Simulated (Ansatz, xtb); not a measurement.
## C7H10O: which of two isomers lies lower

We compare X, `C=C1CCC(=O)[C@@H]1C`, a singlet, with Y, `C=C1CCC(O)=C1C`, a singlet. Both are isolated molecules in the gas phase, relaxed with PBE-D3(BJ)/def2-SVP; the shapes shown needn't be the lowest conformers.

X (Å):

```yaml
atoms:
  - { symbol: C, position_ang: [-0.4168, 1.6737, -1.5791] }
  - { symbol: C, position_ang: [-0.5678, 0.5113, -0.9215] }
  - { symbol: C, position_ang: [-0.6864, -0.8665, -1.5500] }
  - { symbol: C, position_ang: [-1.7323, -1.5888, -0.6801] }
  - { symbol: C, position_ang: [-1.7076, -0.8673, 0.6730] }
  - { symbol: C, position_ang: [-0.7501, 0.3391, 0.5707] }
  - { symbol: C, position_ang: [-1.1635, 1.5360, 1.4148] }
  - { symbol: O, position_ang: [-2.3449, -1.1742, 1.6600] }
  - { symbol: H, position_ang: [-0.3399, 1.7003, -2.6776] }
  - { symbol: H, position_ang: [-0.3597, 2.6352, -1.0461] }
  - { symbol: H, position_ang: [-0.9468, -0.8210, -2.6250] }
  - { symbol: H, position_ang: [0.2931, -1.3900, -1.4735] }
  - { symbol: H, position_ang: [-2.7595, -1.4576, -1.0850] }
  - { symbol: H, position_ang: [-1.5818, -2.6788, -0.5503] }
  - { symbol: H, position_ang: [0.2108, -0.0765, 0.9720] }
  - { symbol: H, position_ang: [-2.0576, 2.0277, 0.9814] }
  - { symbol: H, position_ang: [-1.4214, 1.1969, 2.4373] }
  - { symbol: H, position_ang: [-0.3550, 2.2894, 1.4851] }
```

Y (Å):

```xyz
18

C    -0.6939    1.1358    1.2916
C    -0.2918    0.4156    0.2166
C     0.9966   -0.4036    0.1333
C     1.0000   -1.0357   -1.2799
C    -0.2787   -0.5266   -1.8900
C    -0.9987    0.2820   -1.0561
C    -2.3043    0.9363   -1.3737
O    -0.6621   -0.8526   -3.1508
H    -0.0923    1.1764    2.2126
H    -1.6360    1.7038    1.2791
H     1.0235   -1.1777    0.9268
H     1.8841    0.2417    0.2936
H     1.8827   -0.7290   -1.8868
H     1.0144   -2.1495   -1.2534
H     0.0125   -1.4372   -3.5404
H    -3.0947    0.6206   -0.6593
H    -2.2286    2.0419   -1.2919
H    -2.6413    0.6861   -2.3973
```

Quicker runs give these differences E(Y) − E(X): GFN2-xTB +3.7 kcal/mol; HF/STO-3G +12.1 kcal/mol (at GFN2-xTB geometries); r2SCAN-D4/def2-SVP +3.6 kcal/mol (at GFN2-xTB geometries).

Estimate E(Y) − E(X) at the level CCSD(T)/def2-SVP + ΔMP2/def2-TZVPP.

Calculated at CCSD(T)/def2-SVP + ΔMP2/def2-TZVPP: E(Y) − E(X) = +4.8 kcal/mol, so structure X lies lower.

How the difference moves with the method:

| level | geometry | E(Y) − E(X) (kcal/mol) | departure from the last row (kcal/mol) | job, with rough time for the two |
| --- | --- | --- | --- | --- |
| GFN2-xTB | GFN2-xTB | +3.7 | −1.0 | optimisation, 0.17 s |
| HF/STO-3G | GFN2-xTB | +12.1 | +7.3 | single point, 0.78 s |
| r2SCAN-D4/def2-SVP | GFN2-xTB | +3.6 | −1.2 | single point, 10 s |
| PBE-D3(BJ)/def2-SVP | PBE-D3(BJ)/def2-SVP | +4.1 | −0.7 | optimisation, 62 s |
| HF/def2-SVP | PBE-D3(BJ)/def2-SVP | +8.9 | +4.1 | part of the CCSD(T) run |
| MP2/def2-SVP | PBE-D3(BJ)/def2-SVP | +8.0 | +3.2 | part of the CCSD(T) run |
| CCSD(T)/def2-SVP | PBE-D3(BJ)/def2-SVP | +8.6 | +3.8 | single point |
| CCSD(T)/def2-SVP + ΔMP2/def2-TZVPP | PBE-D3(BJ)/def2-SVP | +4.8 |  | single point, 6 min |

As drawn, Y has 1 C=C, 1 C–O, 1 O–H in place of 1 C–C, 1 C=O, 1 C–H.

None of the levels shown reverses the order. The largest departure from CCSD(T)/def2-SVP + ΔMP2/def2-TZVPP is that of HF/STO-3G, 7.3 kcal/mol. The last row adds to CCSD(T) the change of the MP2 difference between the two basis sets, here −3.8 kcal/mol, a large step that makes the value less sure.

With thermal terms from frequencies at re-optimised GFN2-xTB minima (ideal gas, soft modes damped towards free rotors, one conformer each, 298.15 K, 1 atm): the zero-point term adds −0.5 kcal/mol; ΔH is +4.6 and ΔG +4.1 kcal/mol.

The correlated steps freeze 8 core orbitals. Mirror images aren't counted in ΔG. Codes used: Ansatz 0.2.0, xtb 6.7.1; the last row on 2 threads of Arm Neoverse V1 on a shared host.
